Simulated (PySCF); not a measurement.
A side-by-side comparison of computed properties.

First species: fluorocyclohexane, C₆H₁₁F.
InChI=1S/C6H11F/c7-6-4-2-1-3-5-6/h6H,1-5H2

Second species: C5H12N2.
InChI=1S/C5H12N2/c1-5-3-4-7(2)6-5/h5-6H,3-4H2,1-2H3/t5-/m0/s1

Levels: B3LYP/def2-SVPD for HOMO energy, LUMO energy, HOMO–LUMO gap and static isotropic polarisability; TDDFT B3LYP/def2-SVPD for lowest singlet excitation; TDA B3LYP/def2-SVPD for lowest triplet excitation (Tamm–Dancoff). Geometries: GFN2-xTB. Each structure is a single optimised conformer of the isolated species, non-relativistic unless stated. Electronic properties by PySCF.

Values for the first species:

- HOMO energy: -8.28 eV
- LUMO energy: 0.36 eV
- HOMO–LUMO gap: 8.64 eV
- Lowest singlet excitation: 7.75 eV
- Lowest triplet excitation (Tamm–Dancoff): 7.60 eV
- Static isotropic polarisability: 69.6 au

Question: Estimate the same properties for the second species, and the change in each.

Answer: 
```csv
property,first,second,second less first
HOMO energy,-8.28 eV,-6.11 eV,+2.17 eV
LUMO energy,0.36 eV,0.38 eV,+0.02 eV
HOMO–LUMO gap,8.64 eV,6.49 eV,-2.15 eV
lowest singlet excitation,7.75 eV,5.62 eV,-2.13 eV
lowest triplet excitation (Tamm–Dancoff),7.60 eV,5.55 eV,-2.05 eV
static isotropic polarisability,69.6 au,75.8 au,+6.2 au
```

On the first: S1 lies 0.89 eV below the HOMO–LUMO gap. The principal polarisabilities are 63.8, 72.2 and 72.7 au; their mean is the isotropic value.

On the second: S1 lies 0.87 eV below the HOMO–LUMO gap; its leading configuration is HOMO→LUMO, weight 0.96. The vertical singlet–triplet gap S1 − T1 is 0.07 eV (TDDFT singlet less Tamm–Dancoff triplet; S1: HOMO→LUMO, weight 0.96; T1: HOMO→LUMO, weight 0.94).
